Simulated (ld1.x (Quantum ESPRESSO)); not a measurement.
An all-electron radial function and its pseudo partner (phosphorus)

Columns: radius, all-electron u(r) and pseudo u(r) of the 3s shell (level -23.39 eV) of phosphorus in the configuration [Ne] 3s2 3p2; BP86, scalar-relativistic, TM scheme, ld1.x (Quantum ESPRESSO) 7.5.

```json
{"r (bohr)": "0.093", "all-electron": "0.1433", "pseudo": "0.0292"}
{"r (bohr)": "0.185", "all-electron": "-0.1521", "pseudo": "0.0594"}
{"r (bohr)": "0.278", "all-electron": "-0.3499", "pseudo": "0.0928"}
{"r (bohr)": "0.370", "all-electron": "-0.3888", "pseudo": "0.1300"}
{"r (bohr)": "0.463", "all-electron": "-0.3133", "pseudo": "0.1735"}
{"r (bohr)": "0.555", "all-electron": "-0.1750", "pseudo": "0.2237"}
{"r (bohr)": "0.648", "all-electron": "-0.0089", "pseudo": "0.2828"}
{"r (bohr)": "0.740", "all-electron": "0.1572", "pseudo": "0.3497"}
{"r (bohr)": "0.833", "all-electron": "0.3127", "pseudo": "0.4247"}
{"r (bohr)": "0.925", "all-electron": "0.4469", "pseudo": "0.5034"}
{"r (bohr)": "1.018", "all-electron": "0.5600", "pseudo": "0.5828"}
{"r (bohr)": "1.110", "all-electron": "0.6493", "pseudo": "0.6559"}
{"r (bohr)": "1.203", "all-electron": "0.7178", "pseudo": "0.7185"}
{"r (bohr)": "1.295", "all-electron": "0.7660", "pseudo": "0.7655"}
{"r (bohr)": "1.388", "all-electron": "0.7969", "pseudo": "0.7967"}
{"r (bohr)": "1.480", "all-electron": "0.8122", "pseudo": "0.8122"}
{"r (bohr)": "1.573", "all-electron": "0.8146", "pseudo": "0.8146"}
{"r (bohr)": "1.665", "all-electron": "0.8063", "pseudo": "0.8063"}
{"r (bohr)": "1.758", "all-electron": "0.7893", "pseudo": "0.7893"}
{"r (bohr)": "1.850", "all-electron": "0.7658", "pseudo": "0.7658"}
{"r (bohr)": "1.943", "all-electron": "0.7369", "pseudo": "0.7369"}
{"r (bohr)": "2.035", "all-electron": "0.7047", "pseudo": "0.7047"}
{"r (bohr)": "2.128", "all-electron": "0.6697", "pseudo": "0.6697"}
{"r (bohr)": "2.220", "all-electron": "0.6335", "pseudo": "0.6335"}
{"r (bohr)": "2.313", "all-electron": "0.5963", "pseudo": "0.5963"}
{"r (bohr)": "2.405", "all-electron": "0.5594", "pseudo": "0.5594"}
```

(1) How many radial nodes do the two functions have?

(2) At about which radius was the pseudo-wave matched?

(3) Is the pseudo-wave norm-conserving?

Results:

(1) The all-electron 3s function has n − l − 1 = 2; the pseudo-wave has 0, since the states of the same l below it are removed with the core.

(2) 1.60 bohr. The columns agree to 0.0005 from 1.39 bohr on; several derivatives are matched, so the curves merge somewhat inside the radius.

(3) Yes: the TM scheme keeps the norm inside the radius equal to the all-electron one, which fixes the energy derivative of the logarithmic derivative at the level.
